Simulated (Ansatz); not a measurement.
`N#C[SiH2]N[SiH3]` and `N#C[SiH2]C#N` differ in one atom or group.

Ansatz, PBE0-D4/def2-TZVP geometries, multiplicity 1. Each molecule was computed in one conformer, which needn't be the lowest.

| property | `N#C[SiH2]N[SiH3]` |
| --- | --- |
| size of the dipole moment (ωB97M-V/def2-TZVPP) / D | 3.83 |
| zero-point energy (PBE0-D4/def2-TZVP) / kJ/mol | 177.1 |
| HOMO energy (ωB97M-V/def2-TZVPP) / eV | -10.60 |
| LUMO energy (B3LYP/def2-TZVPP) / eV | -1.15 |
| size of the dipole moment (B3LYP/def2-TZVPP) / D | 3.84 |
| LUMO energy (ωB97M-V/def2-TZVPP) / eV | 0.87 |

(1) Give the same properties after the change, and the shifts. (An estimate is asked.)

Results:

(1) The calculation gave: 
```tsv
property	`N#C[SiH2]C#N`	shift
size of the dipole moment (ωB97M-V/def2-TZVPP) / D	3.65	-0.18
zero-point energy (PBE0-D4/def2-TZVP) / kJ/mol	89.2	-87.9
HOMO energy (ωB97M-V/def2-TZVPP) / eV	-12.58	-1.98
LUMO energy (B3LYP/def2-TZVPP) / eV	-1.85	-0.70
size of the dipole moment (B3LYP/def2-TZVPP) / D	3.66	-0.18
LUMO energy (ωB97M-V/def2-TZVPP) / eV	0.48	-0.39
```

With PBE0 the HOMO falls by 2.03 eV and the LUMO falls by 0.71 eV, so the gap widens by about 1.32 eV. PBE moves the HOMO by -2.07 eV and ωB97M-V by -1.98 eV. The zero-point energy changes by -87.9 kJ/mol with -12 modes. Dipoles are sizes alone; their direction can turn.

B3LYP here is the variant with VWN-RPA as its local correlation; programs differ in this.
